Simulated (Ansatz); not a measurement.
C$_{7}$H$_{8}$, charge +1, doublet, geometry from GFN2-xTB (a state made from the parent by changing its charge; the spin is typed, not shown lowest); BLYP/3-21G (Ansatz, a quantum-chemistry and plane-wave program).

Here is a job for Ansatz.
Ansatz 0.2 input:
```yaml
crystal:
  periodic: [false, false, false]
  atoms:
    - {symbol: C, position_ang: [1.17486600, -0.47772752, 0.64346424]}
    - {symbol: C, position_ang: [0.78808183, 0.81384632, 0.85974479]}
    - {symbol: C, position_ang: [-0.27270495, 1.14091680, -0.16480281]}
    - {symbol: C, position_ang: [-1.32582170, 0.24940099, 0.45008430]}
    - {symbol: C, position_ang: [-0.93903754, -1.04217285, 0.23380375]}
    - {symbol: C, position_ang: [0.36763190, -0.99733600, -0.52286403]}
    - {symbol: C, position_ang: [0.18725884, 0.28323646, -1.35653456]}
    - {symbol: H, position_ang: [1.88225086, -1.06032231, 1.20773834]}
    - {symbol: H, position_ang: [1.12040016, 1.48369710, 1.63374723]}
    - {symbol: H, position_ang: [-0.52038085, 2.18306297, -0.32266910]}
    - {symbol: H, position_ang: [-2.18604264, 0.60082512, 0.99298053]}
    - {symbol: H, position_ang: [-1.42419194, -1.94319429, 0.56697164]}
    - {symbol: H, position_ang: [0.70397232, -1.90537355, -1.00729843]}
    - {symbol: H, position_ang: [-0.57381316, 0.18453533, -2.12817486]}
    - {symbol: H, position_ang: [1.11615896, 0.63578433, -1.80066947]}
basis:
  gaussian:
    orbitals: 3-21G.json
hamiltonian:
  xc: blyp
total_charge: 1
magnetization: {spin_polarized: true, initial_magnetization: 1}
```
The basis file holds 3-21G in the JSON format of the Basis Set Exchange.

Task: Write the output that Ansatz gives for this input, abridged.

Result: 
```
Functional definition: BLYP
1069 factors; integrals over basis functions are off by at most 8.6e-4 eV
mean field evaluation 1: about -7322.5015 eV, gradient 5.1e1 eV
mean field evaluation 2: about -7310.7289 eV, gradient 6.9e1 eV
mean field evaluation 4: about -7335.3105 eV, gradient 3.8e0 eV
mean field evaluation 8: about -7335.2917 eV, gradient 3.2e-2 eV
mean field evaluation 16: about -7335.2917 eV, gradient 2.7e-5 eV
mean field -7335.29173684 eV, -269.5669992895 hartree, gradient 9.7e-6 eV, S^2 0.751577; 0 other end points of the search recorded, 0 dependent functions left out
reference -7335.29203903 eV, -269.5670103949 hartree; 25, 24 occupied and 54, 55 virtual orbitals, 1069 factors
Total energy: -7335.29203903 eV, -269.5670103949 hartree
```
